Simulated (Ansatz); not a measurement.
A structure drawn as `C[S][Al]([Cl])[Cl]`, with this starting geometry:

```xyz
8

C    -1.448    0.097   -0.026
S    -0.417   -1.390    0.182
Al    1.623   -0.328    0.018
Cl    2.498   -0.097   -1.919
Cl    2.567    0.455    1.835
H    -2.463   -0.125    0.049
H    -1.177    0.821    0.826
H    -1.183    0.567   -0.964
```

Charge 0, multiplicity 1.

Problem. Does it keep its bonds when Ansatz relaxes it at PBE-D4/def2-SVP and then PBE0-D4/def2-TZVP?

Solution. Yes, every drawn bond is still there and no new one forms.

Problem. Give the relaxed structure. (Best estimate.)

Solution. Ansatz gave: 
Z-matrix (Å, degrees):
```
C
S 1 1.824
H 1 1.089 2 108.7
H 1 1.089 2 107.7 3 118.6
H 1 1.088 2 112.0 3 -121.1
Al 2 2.148 1 103.2 3 111.4
Cl 6 2.086 2 121.6 1 1.4
Cl 6 2.078 2 119.1 1 -179.0
```
All modes are real.

Atoms count as bonded under 1.1 times the sum of their covalent radii (H–H under 0.85 Å, pairs among N, O and F under 1.55 Å), and a drawn bond as lost past 1.3 times.
